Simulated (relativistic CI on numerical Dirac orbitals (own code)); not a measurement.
**Re⁵⁺: 4f photoemission**

Computed with this model: Dirac-Coulomb-Breit CI, separate exchange-only KLI orbitals for each configuration, model QED (radiative potential, 1s self-energy scaled to tabulated hydrogen-like ionisation energies), multiplet model of photoemission in the sudden approximation, unscaled Slater integrals; configurations [Xe] 4f14 5d2 → [Xe] 4f13 5d2; 300 K; Lorentzian 0.17 eV and Gaussian 0.5 eV FWHM. Energies are those of the free ion, without screening or charge transfer. The energies are binding energies and can lie tens of eV above those of solids. S is read from ⟨S²⟩ = S(S + 1).

Field parameters in Wybourne normalisation: D4h B²₀ = −7Ds, B⁴₀ = 21(Dq − Dt), B⁴₄ = 21√(5/14) Dq; Td as Oh with Dq negative (B⁴₀ = 21Dq, B⁴₄ = √(5/14) B⁴₀). The field is a parameter set, without covalency.

free ion: ground-state S = 0.95, centroid 113.76 eV. Peaks (eV, height): 112.4 (100), 114.8 (64), 117.2 (14).

D4h, 10Dq = 19200, Ds = 350, Dt = 1180 cm⁻¹: ground-state S = 0.98, centroid 113.82 eV. Peaks (eV, height): 112.4 (100), 115.0 (64), 117.3 (8).

Td, 10Dq = -17600 cm⁻¹: ground-state S = 0.99, centroid 113.91 eV. Peaks (eV, height): 112.6 (100), 115.0 (64), 116.9 (7).

Strongest unbroadened transitions for D4h, 10Dq = 19200, Ds = 350, Dt = 1180 cm⁻¹:

```
Energy (eV)  Relative strength
     112.24              100.0
     112.29               46.9
     112.33               60.7
     112.75               34.6
     112.76               26.7
     112.80               20.4
     112.82               18.1
     112.86               12.2
     112.96               14.3
     114.40               15.4
     114.77               11.5
     114.81               13.9
     114.84               13.2
     114.92               37.1
     115.00               11.2
     115.01               14.3
     115.11               12.6
     115.23               17.5
```
